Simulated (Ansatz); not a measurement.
A search over several starts for the lowest SCF solution of TaTe₂ at the given spin, in a small basis.

```yaml
crystal:
  periodic: [false, false, false]
  atoms:
    - {symbol: Ta, position_ang: [1.416774, -0.610974, 0.124479]}
    - {symbol: Te, position_ang: [-0.627502, 0.214439, -1.429456]}
    - {symbol: Te, position_ang: [-0.789272, 0.396535, 1.304967]}
basis:
  gaussian: {orbitals: def2-SVP, initial_orbitals: start.molden}
magnetization: {spin_polarized: true, initial_magnetization: 3}
hamiltonian: {xc: pbe0, dispersion: d4}
output: {orbitals: {seedname: orbitals}}
```

The file start.molden holds the orbitals of an earlier run on this structure, at another level or in another basis.

```sh
$ ansatz run in.yaml --threads 4 --pin off --events-out ev --progress --plain --max-ram 3916MiB
```

Output, abridged:

```
Functional definition: PBE0
983 factors; integrals over basis functions are off by at most 2.9e-4 eV
mean field evaluation 1: about -16136.4718 eV, gradient 3.3e1 eV
mean field evaluation 2: about -16136.7420 eV, gradient 7.0e-1 eV
mean field evaluation 4: about -16136.8508 eV, gradient 2.6e-2 eV
mean field evaluation 8: about -16136.8508 eV, gradient 9.2e-6 eV
mean field evaluation 16: about -16136.1105 eV, gradient 6.9e-1 eV
mean field evaluation 32: about -16136.2296 eV, gradient 1.2e-3 eV
mean field evaluation 64: about -16136.4389 eV, gradient 9.1e-1 eV
mean field -16136.85077557 eV, -593.0183280520 hartree, gradient 9.6e-6 eV, S^2 3.876364; 8 other end points of the search recorded, 0 dependent functions left out
reference -16136.85080082 eV, -593.0183289797 hartree; 32, 29 occupied and 52, 55 virtual orbitals, 983 factors
Total energy: -16136.99194594 eV, -593.0235159673 hartree
```

It took 12 s on 4 threads of Arm Neoverse V2 on a shared host.

In the def2 sets Ta, Te take a core potential; there is no spin–orbit coupling. The charge 0 quartet is spin-contaminated (final ⟨S²⟩ up to 3.88, 3.75 for a pure state). The structure comes from a short search, and lower isomers may exist.
